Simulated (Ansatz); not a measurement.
Relaxation of BFH$_{4}$INSi (9 atoms, charge 0, multiplicity 1), to a largest force component of 0.02 eV/Å in at most 50 steps.

All numbers below come from RKS BHLYP-D4/def2-SVP in Ansatz.

```xyz
9
Properties=species:S:1:pos:R:3
N 1.623 0.730 -0.224
B 0.760 -0.510 -0.123
F 1.370 -1.781 -0.357
Si -1.052 -0.430 0.323
I -2.329 0.846 -1.406
H 1.489 1.293 0.675
H 1.142 1.373 -0.957
H -1.626 -1.790 0.373
H -1.289 0.223 1.679
```

Task: Where does it end, and by what steps?

Result: It converged. After 16 steps the energy has fallen by 1.786 eV; H7 moved furthest, 1.44 Å.

| step | energy less start (eV) | largest force component (eV/Å) | accepted |
| --- | --- | --- | --- |
| 0 | 0.0000 | 5.540 | yes |
| 1 | -0.6612 | 2.704 | yes |
| 2 | -0.7592 | 1.302 | yes |
| 3 | -0.8542 | 0.578 | yes |
| 4 | -0.9324 | 1.230 | yes |
| 5 | -1.1384 | 1.159 | yes |
| 6 | -1.3679 | 1.584 | yes |
| 7 | -1.5561 | 1.201 | yes |
| 8 | -1.6572 | 0.909 | yes |
| 9 | -1.7150 | 1.229 | yes |
| 10 | -1.6768 | 0.797 | no |
| 11 | -1.7722 | 0.446 | yes |
| 12 | -1.7795 | 0.249 | yes |
| 13 | -1.7841 | 0.134 | yes |
| 14 | -1.7854 | 0.046 | yes |
| 15 | -1.7856 | 0.039 | yes |
| 16 | -1.7857 | 0.020 | yes |

```xyz
9
Properties=species:S:1:pos:R:3
N 1.481 0.777 -0.102
B 0.711 -0.359 -0.285
F 1.227 -1.376 -0.975
Si -1.184 -0.494 0.424
I -2.663 0.555 -1.264
H 1.163 1.592 0.388
H 2.404 0.861 -0.496
H -1.665 -1.877 0.620
H -1.386 0.275 1.674
```

The run took 75 s on 2 threads of Intel(R) Xeon(R) Platinum 8488C (Sapphire Rapids), on a shared host, peak memory 0.3 GiB.
